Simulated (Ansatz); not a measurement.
Reaction (cleavage of the B–Ge bond): `C[BH][GeH2][Cl]` + H₂S → `CBS` + `[Cl][GeH3]`

Calculated with Ansatz (gas phase, PBE0-D4/def2-TZVP geometries, no zero-point term in ΔE). CBS: MP2 limit from def2 TZ/QZ plus the TZ coupled-cluster correction, frozen cores. This one scheme is used for every species. Functionals use def2-TZVPP. For Ge outer-core shells are correlated without core-valence functions, which leaves a few kJ/mol of doubt a bond. Scalar relativity is left out up to krypton. One conformer a species, not always the lowest.

`C[BH][GeH2][Cl]`:

Cartesian coordinates in Å:
```
C -0.932 -0.652 1.084
B -0.615 0.529 0.147
Ge 1.001 0.512 -1.138
Cl 2.000 -1.418 -1.009
H -0.389 -0.381 2.009
H -1.981 -0.738 1.375
H -0.529 -1.619 0.777
H -1.264 1.538 0.181
H 2.086 1.553 -0.803
H 0.622 0.675 -2.622
```

H₂S:

Cartesian coordinates in Å:
```
S 0.594 -0.145 -0.101
H -0.023 0.883 0.501
H -0.571 -0.738 -0.400
```

`CBS`:

```xyz
8

C     0.332    0.436    0.956
B    -0.137   -0.409   -0.266
S    -0.443    0.392   -1.829
H     1.287    0.046    1.326
H    -0.374    0.305    1.784
H     0.446    1.505    0.765
H    -0.300   -1.591   -0.190
H    -0.809   -0.684   -2.545
```

`[Cl][GeH3]`:

Z-matrix (Å, degrees):
```
Ge
Cl 1 2.155
H 1 1.532 2 107.1
H 1 1.532 2 107.1 3 -120.0
H 1 1.532 2 107.1 3 120.0
```

```
             level  ΔE (eV)
            PBE-D4    -1.01
            B2PLYP    -1.05
               PBE    -1.04
            r2SCAN    -1.05
              PBE0    -1.04
     HF/def2-TZVPP    -1.04
SCS-MP2/def2-TZVPP    -1.04
      HF/CBS(def2)    -1.05
```

**Question.** What does CCSD(T)/CBS give? (An estimate is asked.)

**Answer.** Computed: -0.98 eV. The listed levels differ from it by -0.03, -0.07, -0.06, -0.07, -0.06, -0.06, -0.06, -0.07 eV.

Largest T1 diagnostic among the species: 0.013.

The D4 term adds +0.04 eV with B3LYP and +0.02 eV with PBE0; it sums over pairs of atoms, weighted by their polarisabilities, and B3LYP, whose exchange is more repulsive, gets the larger term.

B3LYP here is the variant with VWN-RPA as its local correlation; programs differ in this.
